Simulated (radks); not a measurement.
The numbers below are computed, except where a source is named.
Os+, 75 electrons, occupied as [Kr] 4d10 4f14 5s2 5p4 5d6 6s1 6d2 (not the ground configuration).

Code: a radial shooting solver on a logarithmic mesh with Libxc functionals. Model: Dirac Kohn-Sham, PBEsol, spin-unpolarised, spherical densities, point nucleus; open shells are shared between the two j in proportion to 2j + 1.

Energy parts (hartree):
part                       energy
total                 -17271.7098
kinetic                19610.2713
electron-nucleus      -43215.5280
Hartree                 6668.1860
exchange-correlation    -334.6390

Orbitals (lengths in bohr, moments of r in powers of bohr):
| orbital | occ. | eigenvalue (hartree) | <r> |
|---|---|---|---|
| 1s1/2 | 2 | -2711.144 | 0.01773 |
| 2s1/2 | 2 | -472.7145 | 0.07426 |
| 2p1/2 | 2 | -452.6176 | 0.06131 |
| 2p3/2 | 4 | -396.3655 | 0.06950 |
| 3s1/2 | 2 | -110.7976 | 0.1934 |
| 3p1/2 | 2 | -101.8150 | 0.1835 |
| 3p3/2 | 4 | -89.54909 | 0.1986 |
| 3d3/2 | 4 | -74.51224 | 0.1735 |
| 3d5/2 | 6 | -71.85471 | 0.1781 |
| 4s1/2 | 2 | -24.20128 | 0.4318 |
| 4p1/2 | 2 | -20.43455 | 0.4357 |
| 4p3/2 | 4 | -17.55020 | 0.4694 |
| 4d3/2 | 4 | -11.37193 | 0.4823 |
| 4d5/2 | 6 | -10.83744 | 0.4936 |
| 5s1/2 | 2 | -4.33480 | 0.9942 |
| 5p1/2 | 1.33333 | -3.14947 | 1.077 |
| 4f5/2 | 6 | -3.00840 | 0.5486 |
| 4f7/2 | 8 | -2.90453 | 0.5564 |
| 5p3/2 | 2.66667 | -2.67200 | 1.168 |
| 5d3/2 | 2.4 | -1.06436 | 1.515 |
| 5d5/2 | 3.6 | -1.01116 | 1.556 |
| 6s1/2 | 1 | -0.78808 | 2.433 |
| 6p1/2 | 0 | -0.52352 | 2.890 |
| 6p3/2 | 0 | -0.46237 | 3.146 |
| 7s1/2 | 0 | -0.23010 | 5.517 |
| 6d3/2 | 0.8 | -0.19435 | 4.940 |
| 6d5/2 | 1.2 | -0.18997 | 5.030 |

The highest occupied level is 6d5/2 at -5.169 eV. The configuration is held as typed, so some empty levels lie below it. Summed over all electrons, <r^2> = 97.91 bohr^2, which gives a Langevin (diamagnetic) susceptibility term of -77.5 x 10^-6 cm^3/mol. The density falls to 0.001 e/bohr^3 at r = 5.64 bohr.
